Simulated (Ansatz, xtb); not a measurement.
# Cl2FGeH3Si: where a starting geometry ends

The starting geometry of this gas-phase singlet has its atoms placed at random.

```csv
atom,x (Å),y (Å),z (Å)
Cl,1.0520,-1.1931,-0.2856
Cl,-1.2219,-1.2149,0.0289
F,-0.1552,-2.0533,0.2402
Ge,0.0387,0.6183,-2.0389
Si,-1.6360,1.1406,0.8580
H,2.3621,-0.0772,-0.2703
H,-1.5655,-0.0473,-1.2521
H,0.9960,0.4450,-0.2474
```

**Question.** Guess where an optimisation with r2SCAN-D4/def2-SVP ends from this start.

**Answer.** It loosens into ClFGeH2Si + ClH, which stay close as a complex. Distances that change by over a tenth: Ge4–Si5 (3.39 → 2.79 Å). Contacts that open: Cl1–Cl2 (2.30 → 5.18 Å), Cl1–F3 (1.57 → 3.35 Å), Cl1–H8 (1.64 → 3.20 Å), Cl2–F3 (1.37 → 3.24 Å). Contacts that close: Cl1–H6 (1.72 → 1.29 Å), Cl2–Si5 (2.53 → 2.11 Å), F3–Ge4 (3.52 → 1.75 Å), Ge4–H7 (1.91 → 1.84 Å), Ge4–H8 (2.04 → 1.81 Å), Si5–H7 (2.42 → 1.65 Å), Si5–H8 (2.94 → 1.66 Å).

The energy falls by 22.38 eV over 48 steps:

| step | E − E(last) (eV) |
| --- | --- |
| 1 | 22.382 |
| 6 | 5.026 |
| 11 | 4.427 |
| 17 | 2.152 |
| 22 | 0.477 |
| 27 | 0.075 |
| 32 | 0.028 |
| 38 | 0.003 |
| 43 | 0.000 |
| 48 | 0.000 |

Final geometry (Å):

```xyz
8

Cl    2.6414   -1.1101    0.1686
Cl   -2.4710   -0.8944    0.9417
F    -0.2975   -1.8767   -1.2463
Ge    0.1089   -0.2117   -1.6126
Si   -1.7389    0.9136    0.1438
H     3.3834   -0.0684    0.0116
H    -1.6130    0.4088   -1.4232
H    -0.1429    0.4570    0.0493
```

From the same start GFN2-xTB ends elsewhere, differing in Cl2–Ge4 (2.19 against 3.69 Å here), Cl2–Si5 (3.54 against 2.11 Å here), F3–Ge4 (3.15 against 1.75 Å here), F3–Si5 (1.66 against 3.43 Å here), Ge4–H7 (3.53 against 1.84 Å here), Ge4–H8 (3.46 against 1.81 Å here).

From so rough a start the end depends on the optimiser's path, so another program may land elsewhere. No frequencies were run, so the end isn't proven a minimum. Run with Ansatz 0.2.0, 3.4 min on 2 threads of Intel(R) Xeon(R) Platinum 8259CL CPU @ 2.50GHz (Skylake/Cascade Lake), with other jobs on the host.
